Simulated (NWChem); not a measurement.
# CH$_{5}$ClFNSi; SMILES NC[Si@H](F)Cl

```xyz
10

N     -0.3988     2.6292    -0.0398
C     -0.9175     1.2647    -0.2692
Si     0.2376    -0.0790     0.3633
F      1.6560     0.0790    -0.3930
Cl    -0.4888    -1.9834    -0.0206
H     -0.2604     2.8017     0.9546
H      0.5081     2.7452    -0.4886
H     -1.0963     1.1349    -1.3437
H     -1.9018     1.1779     0.2078
H      0.4998     0.0326     1.8178
```
Atoms are numbered in this order, from 1.

Program: NWChem. Pople sets run with spherical d functions. Structure relaxed at the B3LYP/6-31G* (spherical d) level. B3LYP is NWChem's, with the RPA form of VWN correlation. GIAO values for the isolated, static molecule; σ is the absolute isotropic shielding, δ = σ(reference) − σ with the isolated reference molecule computed at the same levels (13C: tetramethylsilane, 1H: tetramethylsilane, 29Si: tetramethylsilane).

For level PBE/pcSseg-1:

```yaml
"δ C2 (ppm)": 38.9
"δ Si3 (ppm)": 6.0
"σ Cl5 (ppm)": 851.5
"δ H6 (ppm)": 0.04
"δ H7 (ppm)": 0.27
"δ H8 (ppm)": 2.68
"δ H9 (ppm)": 2.34
```

### Question
How do the values read with level B3LYP/6-31G* instead?

### Answer
| Item | Value |
|---|---|
| δ C2 (ppm) | 33.9 |
| δ Si3 (ppm) | 20.7 |
| σ Cl5 (ppm) | 900.5 |
| δ H6 (ppm) | -0.18 |
| δ H7 (ppm) | 0.03 |
| δ H8 (ppm) | 2.40 |
| δ H9 (ppm) | 2.09 |
